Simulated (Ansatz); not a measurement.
Basis-set extrapolation for `CN([SiH2]O)[SiH2]O` (PBE0-D4/def2-TZVP geometry, frozen core, Ansatz 0.2.0). Multiplicity 1, RHF reference.

```
                      def2-TZVPP   def2-QZVPP
                 HF  -825.431976  -825.463127
    MP2 correlation    -1.116658    -1.201277
CCSD(T) correlation    -1.208084      not run
```

Energies in hartree. Use E(X) = E(∞) + A·exp(−7.88·√X) for Hartree–Fock and E(X) = E(∞) + B·X^(−2.97) for correlation, with X = 3 and 4, and add CCSD(T) minus MP2 of the smaller set to the MP2 limit.

Q: What is the CCSD(T) energy at the basis-set limit?

A: HF limit: -825.463127 + (-0.031151) × 0.13774 = -825.46742. MP2 limit: -1.201277 + (-0.084619) × 0.74074 = -1.26396. Higher-order term: -1.208084 − (-1.116658) = -0.09143. Total: -826.82281 hartree, 4.97 eV below CCSD(T)/def2-TZVPP.
